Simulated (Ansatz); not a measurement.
Relaxed structures of BH₂TeCl, singlet (PBE0-D4/def2-TZVP; forces vanish, vibrations not checked; lower isomers may exist, and structures with a doubtful reference or unclear bonds are left out; Å). Computed with Ansatz 0.2.0 (basis: def2-TZVPP); correlated methods freeze the cores. Filled d shells of the heavier atoms are correlated. Core potentials replace the inner electrons of the atoms past krypton. The def2 sets are not built for correlating such inner shells, so the correlated values are less sure here.

Task: Rank them by CCSD(T) energy, lowest first, and give each one's height above the lowest. Links in brackets join atoms within 1.22 times the sum of their covalent radii (1.1 for two metals). (Judge from chemistry; the value comes from the calculation.)
A.
a complex of BHTe ([BH][Te]) + HCl
```
5
angstrom
Cl -1.1085 1.2513 1.8983
B -0.2084 -1.0621 -0.5964
Te 1.3423 -0.1195 -1.2482
H -1.1549 -1.6446 -0.2039
H -1.9799 1.4604 2.8122
```
B.
BH₂TeCl ([Cl][BH][TeH])
```
5
angstrom
Cl -1.1855 0.6402 1.2862
B -0.5448 -0.4394 0.0837
Te 1.2641 -0.1023 -0.9697
H -1.1433 -1.4343 -0.1788
H 1.6095 1.3359 -0.2215
```
C.
BH₂TeCl ([BH2][Te][Cl])
```
5
angstrom
Cl 1.9404 -2.7556 -1.0923
B 0.0739 -0.0430 -0.1826
Te 2.0131 -0.4362 -0.8172
H -0.7291 -0.9083 -0.0513
H -0.1352 1.1133 0.0282
```

Result: Computed: B (0.00 kcal/mol), C (20.80 kcal/mol), A (31.93 kcal/mol). Heights count from the lowest.

T1 diagnostic: at most 0.017.

For scale, one of the runs: CCSD(T)/def2-TZVPP, 151 basis functions, launched by `ansatz run in.yaml --threads 2 --pin off --events-out ev --progress --plain --max-ram 4352MiB`. The run took 36 s on 2 CPU threads of an Arm Neoverse V2 (shared host), with 1.1 GiB of host memory at its peak.
